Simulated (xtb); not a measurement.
C₃H₆Cl (SMILES CC[CH-]Cl), charge -1, singlet, from a rough starting geometry; GFN2-xTB in xtb 6.7.1.

Input for xtb:
```
$ xtb mol.xyz --gfn 2 --chrg -1 --opt vtight --json

# file mol.xyz
10

C     -0.21659575    -0.50124022     0.10443932
C      1.24880607    -0.05411679     0.07085089
C     -1.14320799     0.80076403     0.10147718
H     -0.45078822    -1.07544998     0.97358476
H     -0.44513630    -1.12882732    -0.70555035
H      1.89795127    -0.94772051     0.07744867
Cl    -2.88771440     0.33854668     0.08008335
H      1.49572397     0.60854825    -0.79729033
H      1.49095780     0.55095303     0.98696412
H     -0.88614102     1.36831912    -0.82924447
```

Output, abridged:

```
   ID    Z sym.   atoms
    1    6 C      1-3
    2    1 H      4-6, 8-10
    3   17 Cl     7

           -------------------------------------------------
          |                Calculation Setup                |
           -------------------------------------------------

           -------------------------------------------------
          |                 G F N 2 - x T B                 |
           -------------------------------------------------

          ...................................................
          :                      SETUP                      :
          :.................................................:
          :  # basis functions                  28          :
          :  # atomic orbitals                  27          :
          :  # shells                           15          :
          :  # electrons                        26          :
          :  max. iterations                   250          :
          :  Hamiltonian                  GFN2-xTB          :
          :  restarted?                      false          :
          :  GBSA solvation                  false          :
          :  PC potential                    false          :
          :  electronic temp.          300.0000000     K    :
          :  accuracy                    1.0000000          :
          :  -> integral cutoff          0.2500000E+02      :
          :  -> integral neglect         0.1000000E-07      :
          :  -> SCF convergence          0.1000000E-05 Eh   :
          :  -> wf. convergence          0.1000000E-03 e    :
          :  Broyden damping             0.4000000          :
          :  net charge                         -1          :
          :  unpaired electrons                  0          :
          ...................................................

 iter      E             dE          RMSdq      gap      omega  full diag
   1    -14.1925253 -0.141925E+02  0.485E+00    4.32       0.0  T
   2    -14.2702919 -0.777666E-01  0.268E+00    4.56       1.0  T
   3    -14.2718804 -0.158851E-02  0.133E+00    4.74       1.0  T
   4    -14.2724452 -0.564793E-03  0.348E-01    4.74       1.0  T
   5    -14.2726162 -0.170996E-03  0.240E-01    4.74       1.0  T
   6    -14.2727829 -0.166689E-03  0.145E-01    4.71       1.0  T
   7    -14.2728744 -0.915546E-04  0.824E-02    4.69       1.0  T
   8    -14.2729052 -0.307790E-04  0.153E-02    4.66       2.1  T
   9    -14.2729054 -0.235434E-06  0.566E-03    4.66       5.6  T
  10    -14.2729056 -0.132802E-06  0.297E-03    4.66      10.6  T
  11    -14.2729056 -0.210472E-07  0.159E-03    4.66      19.9  T
  12    -14.2729056 -0.428997E-08  0.106E-03    4.66      29.9  T
  13    -14.2729056 -0.525335E-08  0.214E-04    4.66     147.8  T
  14    -14.2729056 -0.210198E-09  0.521E-05    4.66     606.7  T

   *** convergence criteria satisfied after 14 iterations ***

         :::::::::::::::::::::::::::::::::::::::::::::::::::::
         ::                     SUMMARY                     ::
         :::::::::::::::::::::::::::::::::::::::::::::::::::::
         :: total energy             -14.150382379326 Eh    ::
         :: gradient norm              0.090679858437 Eh/a0 ::
         :: HOMO-LUMO gap              4.658288748462 eV    ::
         ::.................................................::
         :: SCC energy               -14.272904389195 Eh    ::
         :: -> isotropic ES            0.128530379009 Eh    ::
         :: -> anisotropic ES          0.000777211706 Eh    ::
         :: -> anisotropic XC         -0.000094416994 Eh    ::
         :: -> dispersion             -0.005992922152 Eh    ::
         :: repulsion energy           0.122522009868 Eh    ::
         :: add. restraining           0.000000000000 Eh    ::
         :: total charge              -1.000000000000 e     ::
         :::::::::::::::::::::::::::::::::::::::::::::::::::::

      -----------------------------------------------------------
[...]
 * total energy  :   -14.1625684 Eh     change       -0.2037664E-02 Eh
 * total energy  :   -14.1628879 Eh     change       -0.3195196E-03 Eh
 * total energy  :   -14.1629820 Eh     change       -0.9411462E-04 Eh
 * total energy  :   -14.1630269 Eh     change       -0.4487231E-04 Eh
 * total energy  :   -14.1630515 Eh     change       -0.2457586E-04 Eh
 * total energy  :   -14.1630643 Eh     change       -0.1280991E-04 Eh
 * total energy  :   -14.1630685 Eh     change       -0.4185145E-05 Eh
 * total energy  :   -14.1630705 Eh     change       -0.1968546E-05 Eh
 * total energy  :   -14.1630709 Eh     change       -0.4935302E-06 Eh
 * total energy  :   -14.1630712 Eh     change       -0.2094498E-06 Eh
 * total energy  :   -14.1630713 Eh     change       -0.1300801E-06 Eh
 * total energy  :   -14.1630714 Eh     change       -0.7093787E-07 Eh
   *** GEOMETRY OPTIMIZATION CONVERGED AFTER 14 ITERATIONS ***
         :: total energy             -14.163071354983 Eh    ::
[...]
        12        2.0000           -0.1891555              -5.1472
        13        2.0000           -0.0981495              -2.6708 (HOMO)
        14                          0.0709783               1.9314 (LUMO)
        15                          0.2601850               7.0800
        16                          0.2653667               7.2210
        17                          0.2656476               7.2286
        18                          0.2694263               7.3315
        19                          0.2954982               8.0409
        20                          0.3008554               8.1867
        21                          0.3161566               8.6031
        22                          0.3269856               8.8977
        23                          0.3341697               9.0932
        24                          0.3668534               9.9826
       ...                                ...                  ...
        27                          0.4517869              12.2937
      -------------------------------------------------------------
                  HL-Gap            0.1691277 Eh            4.6022 eV
             Fermi-level           -0.0135856 Eh           -0.3697 eV

     #   Z          covCN         q      C6AA      α(0)
     1   6 C        3.830    -0.008    20.705     6.474
     2   6 C        3.753    -0.075    21.992     6.687
     3   6 C        2.772    -0.202    33.325     9.455
     4   1 H        0.923    -0.031     3.661     2.992
     5   1 H        0.921    -0.053     4.178     3.196
     6   1 H        0.924    -0.020     3.423     2.893
     7  17 Cl       0.910    -0.506   115.967    16.475
     8   1 H        0.924    -0.000     3.061     2.736
     9   1 H        0.925     0.007     2.935     2.679
    10   1 H        0.918    -0.111     5.969     3.821

 Mol. C6AA /au·bohr⁶  :       1402.822699
 Mol. C8AA /au·bohr⁸  :      36414.712784
 Mol. α(0) /au        :         57.408378

Wiberg/Mayer (AO) data.
largest (>0.10) Wiberg bond orders for each atom

 ---------------------------------------------------------------------------
     #   Z sym  total        # sym  WBO       # sym  WBO       # sym  WBO
 ---------------------------------------------------------------------------
     1   6 C    3.961 --     2 C    1.007     3 C    1.004     4 H    0.979
                             5 H    0.965
     2   6 C    3.993 --     1 C    1.007     9 H    0.990     8 H    0.989
                             6 H    0.988
     3   6 C    2.777 --     1 C    1.004    10 H    0.974     7 Cl   0.762
     4   1 H    0.999 --     1 C    0.979
     5   1 H    0.997 --     1 C    0.965
     6   1 H    1.000 --     2 C    0.988
     7  17 Cl   0.787 --     3 C    0.762
     8   1 H    1.000 --     2 C    0.989
     9   1 H    1.000 --     2 C    0.990
    10   1 H    0.988 --     3 C    0.974
 ---------------------------------------------------------------------------

Topologies differ in total number of bonds
Writing topology from bond orders to xtbtopo.mol

molecular dipole:
                 x           y           z       tot (Debye)
 q only:        3.179      -0.635       0.050
   full:        3.637      -0.995      -0.438       9.648
molecular quadrupole (traceless):
                xx          xy          yy          xz          yz          zz
 q only:      -15.347       3.854       6.736       0.330       0.427       8.611
  q+dip:      -19.496       4.059       7.940       1.696      -1.148      11.555
   full:      -18.333       4.430       7.667       1.739      -1.375      10.666

optimized geometry written to: xtbopt.xyz

           -------------------------------------------------
          | TOTAL ENERGY              -14.163071354983 Eh   |
          | GRADIENT NORM               0.000049001820 Eh/α |
          | HOMO-LUMO GAP               4.602200308196 eV   |
           -------------------------------------------------
```
